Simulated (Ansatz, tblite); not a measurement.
Removing an electron: [WOF4]- (WOF4⁻). Total charge -1; doublet. Geometry: r2SCAN-D4/def2-SVPD. Ansatz, gas phase; energy differences of separate SCF runs; the oxidised species is a singlet (the triplet lies 4.39 eV higher at PBE0-D4/def2-TZVPD).

```xyz
6

W    -0.122    0.008   -0.023
O    -1.799    0.110   -0.344
F     0.612    1.808   -0.001
F     0.818   -0.145   -1.719
F     0.352   -1.867    0.185
F     0.141    0.086    1.902
```

In the def2 sets W takes a core potential; there is no spin–orbit coupling. The xTB rows come from tblite. Correlated methods freeze 5 core orbitals; core or outer-core shells of W are correlated, in sets that lack core-valence functions. The rows differ in basis, and correlated rows in double-zeta sets carry the largest basis error. No other spin state of charge -1 was run.

```json
{"level": "GFN1-xTB", "−HOMO (eV)": "–", "vertical IE (eV)": "6.03", "−LUMO (eV)": "–", "HOMO–LUMO gap (eV)": "–", "remarks": "–"}
{"level": "HF/def2-SVPD", "−HOMO (eV)": "–", "vertical IE (eV)": "4.16", "−LUMO (eV)": "–", "HOMO–LUMO gap (eV)": "–", "remarks": "test for broken spin undecided (singlet)"}
{"level": "ωB97X-V/def2-TZVPD", "−HOMO (eV)": "3.36", "vertical IE (eV)": "3.18", "−LUMO (eV)": "-4.95", "HOMO–LUMO gap (eV)": "8.31", "remarks": "–"}
{"level": "CCSD/def2-SVPD", "−HOMO (eV)": "–", "vertical IE (eV)": "3.40", "−LUMO (eV)": "–", "HOMO–LUMO gap (eV)": "–", "remarks": "test for broken spin undecided (singlet)"}
{"level": "CCSD(T)/def2-SVPD", "−HOMO (eV)": "–", "vertical IE (eV)": "3.08", "−LUMO (eV)": "–", "HOMO–LUMO gap (eV)": "–", "remarks": "test for broken spin undecided (singlet)"}
```

Q: Estimate the rows for GFN2-xTB, PBE-D4/def2-TZVPD, PBE0-D4/def2-TZVPD, MP2/def2-SVPD.

A: 
```csv
level,−HOMO (eV),vertical IE (eV),−LUMO (eV),HOMO–LUMO gap (eV),remarks
GFN2-xTB,–,6.33,–,–,–
PBE-D4/def2-TZVPD,-1.06,2.42,-2.50,1.44,HOMO above zero (-1 doublet)
PBE0-D4/def2-TZVPD,0.83,3.07,-3.48,4.31,–
MP2/def2-SVPD,–,2.55,–,–,test for broken spin undecided (singlet)
```

  A HOMO above zero means that the electron is unbound at that level or that self-interaction error raises the level; the energy of removing that electron tells which. HOMO and LUMO are the levels of the spin that leaves or enters (xTB has no such levels and no spin-polarisation term). Other spin states of the ions may lie lower, which would lower the ionisation energy or raise the affinity. Raw xTB energy differences between charge states are shifted by several eV; the methods need an empirical correction for them.
